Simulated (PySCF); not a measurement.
trimethylsulfonium (C3H9S), SMILES C[S+](C)C, charge +1. Heavy atoms are numbered as in [CH3:1][S+:2]([CH3:3])[CH3:4]. Hydrogens are named by the atom that carries them.

Coordinates come from a B3LYP-D3(BJ)/def2-SVP optimisation.

The numbers are results of PBE/def2-TZVP (PySCF), not measurements.

ESP charges are fitted to the potential on shells at 1.4 to 2.0 van der Waals radii. Atomic charges (e), one atom of each kind:

```tsv
atom	ESP fit	Löwdin
C1 (CH3)	-0.63	[?]
S2	0.43	[?]
H on C1	0.26	[?]
```

Question: What belongs in the gaps? (The exact figures need the calculation; the answer reports its results.)

Answer: 
- C1 (CH3), Löwdin: -0.41
- S2, Löwdin: 0.95
- H on C1, Löwdin: 0.14

Question: Give the Mayer and Wiberg (Löwdin basis) orders of the bonds. (The exact figures need the calculation; the answer reports its results.)

Answer: 
```csv
bond,Mayer,Wiberg
C1–S2,1.01,1.31
S2–C3,1.01,1.31
S2–C4,1.01,1.31
```
